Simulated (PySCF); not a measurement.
**Levels of Ti¹⁹⁺ from EOM-EA-GCCSD**

Reference: closed-shell Ti²⁰⁺, 1s2; one electron is added. Calculated with PySCF 2.14, two-component X2C-1e with screened spin-orbit coupling, an even-tempered Gaussian basis (17 s from 2.1 bohr⁻², ratio 2.6; 11 p from 2.7 bohr⁻², ratio 2.6; 6 d from 2.7 bohr⁻², ratio 2.8; 3 f from 130 bohr⁻², ratio 2.8); frozen nothing; the 34 highest virtual spinors dropped; of the others 52 kept and the rest restored at second order. No Breit or QED terms. Binding energies in eV.

```json
{"level": "2s1/2", "Koopmans": "1425.4", "second order": "1425.6", "EOM-CCSD": "1425.6"}
{"level": "2p1/2", "Koopmans": "1385.5", "second order": "1385.8", "EOM-CCSD": "1385.8"}
{"level": "2p3/2", "Koopmans": "1377.2", "second order": "1377.5", "EOM-CCSD": "1377.5"}
```

Electric-dipole lines between these computed levels:

```json
{"lower": "2s1/2", "upper": "2p1/2", "ΔE (eV)": "39.767", "vacuum wavelength (nm)": "31.18"}
{"lower": "2s1/2", "upper": "2p3/2", "ΔE (eV)": "48.046", "vacuum wavelength (nm)": "25.81"}
```

For comparison, the ionisation energy of Ti¹⁹⁺ is 1425.3 eV (theoretical estimate listed by NIST; NIST Atomic Spectra Database, ionization energies).

Only part of the computed levels is shown.

The screened spin-orbit operator tends to give fine-structure splittings of light species too large.
